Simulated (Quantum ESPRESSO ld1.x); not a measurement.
Problem. These are the eigenvalues of the occupied orbitals of an atom or ion with whole-number occupations (hartree). Calculated with ld1.x of Quantum ESPRESSO 7.5: scalar-relativistic Kohn-Sham, LDA (Slater exchange, Perdew-Zunger correlation), spin-polarised, spherical densities, point nucleus.

| orbital | eigenvalue |
|---|---|
| 1s down | -215.820 |
| 1s up | -215.819 |
| 2s up | -24.6952 |
| 2s down | -24.6322 |
| 2p up | -20.8246 |
| 2p down | -20.7758 |
| 3s up | -3.00025 |
| 3s down | -2.84733 |
| 3p up | -1.96451 |
| 3p down | -1.81437 |
| 3d up | -0.40754 |

Which element is it, and in what charge state? The configuration may be excited. Open shells, if any, are filled with parallel spins first.

Solution. Z = 24, chromium, charge +1: Cr+ in [Ar] 3d5. The list shows which subshells hold electrons but not how many an open one holds; the 1s level, -215.82 hartree, gives Z - s = 20.8 by -(Z - s)^2/2, which with screening and relativity narrows Z to a few neighbours, and the depths of the outer levels then fix element, charge and occupations together.
